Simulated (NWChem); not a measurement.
System: CH₆FNSi₂; SMILES F[Si@H]1C[SiH2]N1

The following NWChem deck was run.

```
start job
memory heap 200 mb stack 900 mb global 1100 mb
geometry units angstroms noautosym nocenter noautoz
  F     -0.032423    -2.108382    -0.662136
  Si     0.012166    -0.897347     0.426543
  C      1.338650     0.382831     0.059200
  Si    -0.087447     1.603718    -0.218377
  N     -1.205121     0.303786     0.169391
  H     -0.005302    -1.588382     1.743848
  H      2.007814     0.632333     0.896020
  H      1.946080     0.156791    -0.829928
  H     -0.217109     2.154427    -1.603341
  H     -0.125664     2.755066     0.736222
  H     -2.215467     0.275047     0.222675
end
basis spherical
  F library def2-svp
  Si library def2-svp
  C library def2-svp
  N library def2-svp
  H library def2-svp
end
dft
  xc b3lyp
  iterations 150
end
cosmo
  do_cosmo_smd true
  solvent ethanol
end
task dft energy
```

NWChem printed, in part:

```
             Northwest Computational Chemistry Package (NWChem) 7.3.0
             --------------------------------------------------------

                             Geometry "geometry" -> ""
                             -------------------------

 Output coordinates in angstroms (scale by  1.889725989 to convert to a.u.)

  No.       Tag          Charge          X              Y              Z
 ---- ---------------- ---------- -------------- -------------- --------------
    1 F                    9.0000    -0.03242300    -2.10838200    -0.66213600
    2 Si                  14.0000     0.01216600    -0.89734700     0.42654300
    3 C                    6.0000     1.33865000     0.38283100     0.05920000
    4 Si                  14.0000    -0.08744700     1.60371800    -0.21837700
    5 N                    7.0000    -1.20512100     0.30378600     0.16939100
    6 H                    1.0000    -0.00530200    -1.58838200     1.74384800
    7 H                    1.0000     2.00781400     0.63233300     0.89602000
    8 H                    1.0000     1.94608000     0.15679100    -0.82992800
    9 H                    1.0000    -0.21710900     2.15442700    -1.60334100
   10 H                    1.0000    -0.12566400     2.75506600     0.73622200
   11 H                    1.0000    -2.21546700     0.27504700     0.22267500

 Effective nuclear repulsion energy (a.u.)     304.6865145596

                                 NWChem DFT Module
                                 -----------------

 Summary of "ao basis" -> "ao basis" (spherical)
 ------------------------------------------------------------------------------
       Tag                 Description            Shells   Functions and Types
 ---------------- ------------------------------  ------  ---------------------
 F                          def2-svp                 6       14   3s2p1d
 Si                         def2-svp                 8       18   4s3p1d
 C                          def2-svp                 6       14   3s2p1d
 N                          def2-svp                 6       14   3s2p1d
 H                          def2-svp                 3        5   2s1p

 in cosmo_initialize ...
 calling solv_data for solv:ethanol

 solvent parameters
 solvname_short: ethanol
 solvname_long:  ethanol
 dielec:       24.8520
 dielecinf:     1.8526
 nonaqueous SMD model solvent descriptors
 dielec:       24.8520
 sola:          0.3700
 solb:          0.4800
 solc:          0.0000
 solg:         31.6200
 solh:          0.0000
 soln:          1.3611

          ---------------
          -cosmo- solvent
          ---------------
 Cosmo: York-Karplus, doi: 10.1021/jp992097l
 dielectric constant -eps-     =  24.85
 screen = (eps-1)/(eps    )    =   0.95976
 surface charge correction     = lagrangian

   van der Waals surface
 --------------------------

[...]

                                COSMO-SMD solvation results
                                ---------------------------

             internal energy in gas <Psi(g)|H|Psi(g)> =      -775.113549931618
         internal energy in solvent <Psi(s)|H|Psi(s)> =      -775.112966252919
                               delta internal energy  =         0.000583678699 (    0.37 kcal/mol)
   total free energy in solvent <Psi(s)|H+V/2|Psi(s)> =      -775.119114272998
 polarization energy contribution <Psi(s)|V/2|Psi(s)> =        -0.006148020079 (   -3.86 kcal/mol)
    total free energy in solvent including G(SMD-CDS) =      -775.118674707527
                       G(SMD-CDS) energy contribution =         0.000439565471 (    0.28 kcal/mol)
     1 M fixed-concentration free energy of solvation =        -0.005124775908 (   -3.22 kcal/mol)

                       DFT Final Molecular Orbital Analysis
                       ------------------------------------

 Vector   26  Occ=2.000000D+00  E=-3.481387D-01
              MO Center=  3.8D-01,  6.9D-01, -4.6D-03, r^2= 3.6D+00
   Bfn.  Coefficient  Atom+Function         Bfn.  Coefficient  Atom+Function
  ----- ------------  ---------------      ----- ------------  ---------------
    36      0.338735   3 C  px               84      0.203298   7 H  s
    94      0.192980   9 H  s                39      0.187989   3 C  px
    68     -0.173626   5 N  px               54     -0.161040   4 Si px
    35     -0.157734   3 C  s                56     -0.148779   4 Si pz
   104     -0.145335  11 H  s                79      0.120314   6 H  s

 Vector   27  Occ=2.000000D+00  E=-2.924974D-01
              MO Center=  6.1D-01,  3.7D-01,  2.1D-01, r^2= 3.5D+00
   Bfn.  Coefficient  Atom+Function         Bfn.  Coefficient  Atom+Function
  ----- ------------  ---------------      ----- ------------  ---------------
    37      0.384252   3 C  py               40      0.250880   3 C  py
    79      0.170904   6 H  s                99     -0.168148  10 H  s
    55     -0.151219   4 Si py               54      0.135783   4 Si px
    80      0.136326   6 H  s               100     -0.132643  10 H  s
     5     -0.130664   1 F  py               22     -0.118976   2 Si px

 Vector   28  Occ=2.000000D+00  E=-2.703642D-01
              MO Center= -7.7D-01,  5.2D-01,  6.7D-02, r^2= 2.9D+00
   Bfn.  Coefficient  Atom+Function         Bfn.  Coefficient  Atom+Function
  ----- ------------  ---------------      ----- ------------  ---------------
    70      0.473990   5 N  pz               73     -0.383851   5 N  pz
    95     -0.201501   9 H  s                94     -0.189654   9 H  s
    80      0.155923   6 H  s               100      0.154437  10 H  s
    99      0.134976  10 H  s                79      0.124335   6 H  s
    27     -0.106474   2 Si pz               37      0.098257   3 C  py

 Vector   29  Occ=0.000000D+00  E= 1.193675D-02
              MO Center= -1.4D-01,  9.3D-01, -2.4D-02, r^2= 5.5D+00
   Bfn.  Coefficient  Atom+Function         Bfn.  Coefficient  Atom+Function
  ----- ------------  ---------------      ----- ------------  ---------------
    57     -0.965635   4 Si px               35      0.924015   3 C  s
    67     -0.786516   5 N  s                25     -0.601827   2 Si px
    54     -0.219449   4 Si px               39     -0.209412   3 C  px
   105      0.193958  11 H  s                22     -0.188992   2 Si px
    50     -0.173028   4 Si s                66     -0.140558   5 N  s

 Vector   30  Occ=0.000000D+00  E= 5.057694D-02
              MO Center=  2.3D-01,  6.0D-01,  1.6D-01, r^2= 5.9D+00
   Bfn.  Coefficient  Atom+Function         Bfn.  Coefficient  Atom+Function
  ----- ------------  ---------------      ----- ------------  ---------------
    35      1.580876   3 C  s                58      0.951140   4 Si py
    95     -0.712352   9 H  s                26     -0.703928   2 Si py
    90     -0.687313   8 H  s                67      0.638148   5 N  s
   100     -0.538761  10 H  s                49      0.413643   4 Si s
    59     -0.362351   4 Si pz               85     -0.354229   7 H  s

 Vector   31  Occ=0.000000D+00  E= 5.857318D-02
              MO Center=  2.4D-01,  3.2D-03, -2.8D-02, r^2= 5.6D+00
   Bfn.  Coefficient  Atom+Function         Bfn.  Coefficient  Atom+Function
  ----- ------------  ---------------      ----- ------------  ---------------
    35      1.092198   3 C  s                58      0.902884   4 Si py
    85     -0.795819   7 H  s                26      0.551095   2 Si py
    50     -0.513285   4 Si s                67      0.470431   5 N  s
   100     -0.451713  10 H  s                27      0.406093   2 Si pz
    18     -0.390209   2 Si s                 3      0.378046   1 F  s

     Multipole analysis of the density
     ---------------------------------

     L   x y z        total         alpha         beta         nuclear
     -   - - -        -----         -----         ----         -------
     0   0 0 0     -0.000000    -28.000000    -28.000000     56.000000

     1   1 0 0     -0.173848      0.252599      0.252599     -0.679047
     1   0 1 0      0.554329      0.539339      0.539339     -0.524350
     1   0 0 1      0.393816      0.516713      0.516713     -0.639610

     2   2 0 0    -28.948726    -74.872675    -74.872675    120.796624
     2   1 1 0      0.003196      1.481723      1.481723     -2.960251
     2   1 0 1     -0.254574      0.735676      0.735676     -1.725926
     2   0 2 0    -37.117695   -204.375277   -204.375277    371.632859
     2   0 1 1     -1.251653      0.979782      0.979782     -3.211216
     2   0 0 2    -34.373867    -44.108169    -44.108169     53.842470
```

Level: B3LYP/def2-SVP, SMD on the gas-phase geometry. Coordinates come from a PBE0/def2-SVP optimisation. B3LYP is NWChem's, with the RPA form of VWN correlation. Solvent: ethanol.
